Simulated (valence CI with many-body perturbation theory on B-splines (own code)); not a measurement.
Results of a calculation; reference values are marked as such.
**A CI+MBPT run for Hf39+**

Method: relativistic CI+MBPT: five valence electrons over a frozen Dirac-Fock core [Ar] 3d10, a basis of 6 s, 6 p, 5 d, 3 f, 1 g functions for each j, with the one-electron correlation potential Σ1 (screened to all orders), the two-electron term Σ2, the three-electron term Σ3, Breit, model QED; selected single and double excitations, second order for the rest, scaled by the run's own slope (own B-spline code, finite nucleus).

Command, and the settings that its task file holds:

```sh
python run_cv.py task.json out
```

```
atom Hf  Z=72  mass_number=180  rms_radius_fm=5.3470
core [Ar] 3d10
valence 4s2 4p3
avg = 1
basis = S
breit = 1
cap = 10000
capref = 1200
cscale = 1
de = 0.0
dress = 0
eps = 2e-08
extrap = 1
h = 0.27
hh = 1
l2 = 3
lcore = 6
maxit = 60
n2 = 5
natural = 1
nlev = 21
nno = [3, 3, 3, 2, 1]
nroot = 26
nsp = [3, 3, 2, 1, 0]
pt2 = 1
qed = 1
rpa = 1
s1 = 1
s2 = 1
s3 = 1
screen = 1
tol = 0.03
whole = 1
```

It took 26 s on 1 thread of Intel(R) Xeon(R) 6975P-C (Granite Rapids) (shared host).

Log. The first blocks belong to the next ion, which gives the ionisation energy. Fields: 2J, parity (1 odd), roots, reference size, generating configurations, candidates as configurations/state functions, variational space P, stored matrix elements, Davidson steps; e2 is the range of second-order energies in hartree. The first line gives the box (bohr), its intervals, the orbitals and the steps of their self-consistent field. Window is the range of levels sought, series limit the energy at which the first omitted orbital would enter, core excitation an estimate of the first excitation out of the core, left out the lowest levels not solved, and shifts from estimates the range by which levels moved from their first estimate, all in cm⁻¹.

```
rmax 2.9 intervals 57 orbitals 36 references ['4s2 4p3', '4s 4p4', '4s2 4p2 4d', '4p5', '4s 4p3 4d'] scf 4 t 0.6
2J=0 par=0 roots 2 ref 22 generators 8 cand 3162/5084 P 718/1000 nnz 0 it 0
2J=0 par=0 roots 2 ref 22 generators 10 cand 3784/6893 P 1410/2108 nnz 0 it 2
   second order: generators 23 cand 5306/9724 e2 -0.00002 -0.00001
reference levels 429, estimated 59, window 2070028 1/cm; series limit 7238446, core excitation 11892529
2J=3 par=1 roots 4 ref 39 generators 15 cand 7055/65831 P 915/3547 nnz 1.3e+06 it 2
2J=3 par=1 roots 4 ref 39 generators 29 cand 11893/136322 P 1983/9998 nnz 9.3e+06 it 2
   second order: generators 45 cand 13949/179305 e2 -0.00081 -0.00015
2J=5 par=1 roots 2 ref 39 generators 10 cand 8061/90361 P 781/3547 nnz 1.4e+06 it 2
2J=5 par=1 roots 2 ref 39 generators 24 cand 12305/171312 P 1717/9999 nnz 9.8e+06 it 2
   second order: generators 36 cand 13548/214585 e2 -0.00089 -0.00029
2J=1 par=1 roots 2 ref 24 generators 10 cand 6952/42653 P 1096/3532 nnz 1.3e+06 it 2
2J=1 par=1 roots 2 ref 24 generators 21 cand 10476/71305 P 2549/9989 nnz 7.9e+06 it 2
   second order: generators 34 cand 12369/93292 e2 -0.00015 -0.00008
2J=3 par=0 roots 8 ref 66 generators 17 cand 8288/80343 P 827/3587 nnz 1.4e+06 it 2
2J=3 par=0 roots 8 ref 66 generators 33 cand 12875/148751 P 1982/9997 nnz 8.6e+06 it 2
   second order: generators 60 cand 18337/258262 e2 -0.00149 -0.00068
2J=5 par=0 roots 8 ref 69 generators 18 cand 9812/113356 P 773/3596 nnz 1.5e+06 it 2
2J=5 par=0 roots 8 ref 69 generators 35 cand 13762/215513 P 1863/9993 nnz 8.8e+06 it 2
   second order: generators 57 cand 16120/272207 e2 -0.00238 -0.00104
2J=1 par=0 roots 5 ref 42 generators 16 cand 8546/53407 P 1153/3554 nnz 1.2e+06 it 2
2J=1 par=0 roots 5 ref 42 generators 29 cand 11606/79159 P 2628/9997 nnz 7.8e+06 it 2
   second order: generators 47 cand 15246/123186 e2 -0.00039 -0.00015
2J=7 par=0 roots 4 ref 51 generators 12 cand 8621/117585 P 734/3566 nnz 1.6e+06 it 2
2J=7 par=0 roots 4 ref 51 generators 31 cand 12993/202015 P 1628/10000 nnz 9.8e+06 it 2
   second order: generators 45 cand 14642/249734 e2 -0.00140 -0.00086
2J=9 par=0 roots 2 ref 31 generators 9 cand 6021/72297 P 751/3521 nnz 1.8e+06 it 2
2J=9 par=0 roots 2 ref 31 generators 20 cand 10449/140870 P 1553/9999 nnz 1.2e+07 it 2
   second order: generators 34 cand 12225/189973 e2 -0.00029 -0.00027
left out: unestimated 3015246, estimated 2549965, shifts from estimates -54 to 28
operators 1.4
```

The Davidson iterations converged. The settings are bad on purpose, so the numbers may not be properties of the ion.

The last digits are not significant, and no measured levels were compared; by estimate large intervals hold to a few tenths of a per cent, small ones and those within an open d or f shell to about a per cent. Among the levels kept, up to 390 cm⁻¹ of a level comes from second order outside the variational space, and about a tenth of that is noise between levels of different J, which matters for small intervals.

| Quantity | Value |
| --- | --- |
| Valence energy | -374.8979 hartree |
| Ionisation energy | 1829.6 eV (NIST: 1827 ± 4 eV (theoretical)) |
| Reference configurations for the orbitals | 4s2 4p3, 4s 4p4, 4s2 4p2 4d, 4p5, 4s 4p3 4d |
| Radial orbitals | 36 |
| Box radius | 2.865 bohr |
| Largest variational space | 10000 |
| Lowest levels | (4s^2 4p1/2^2 4p3/2) J=3/2 0, (4s^2 4p1/2 4p3/2^2) J=3/2 614830, (4s^2 4p1/2 4p3/2^2) J=5/2 657270, (4s^2 4p1/2 4p3/2^2) J=1/2 710470, (4s^2 4p1/2^2 4d3/2) J=3/2 1182300, (4s 4p1/2^2 4p3/2^2) J=5/2 1316900, (4s^2 4p3/2^3) J=3/2 1332800, (4s^2 4p1/2^2 4d5/2) J=5/2 1421900, (4s 4p1/2^2 4p3/2^2) J=1/2 1479900, (4s 4p1/2^2 4p3/2^2) J=3/2 1497500, (4s^2 4p1/2 4p3/2 4d3/2) J=5/2 [a] 1795000, (4s^2 4p1/2 4p3/2 4d3/2) J=3/2 [a] 1795600, (4s^2 4p1/2 4p3/2 4d3/2) J=1/2 [a] 1798700, (4s^2 4p1/2 4p3/2 4d3/2) J=7/2 1837400 cm⁻¹ |

Levels are named by their leading jj configuration (3d3/2^4 stands for four electrons in 3d with j = 3/2), which in mixed levels can hold well under half, so a name can repeat and another be missing. Letters in brackets count levels of one name in rising energy.
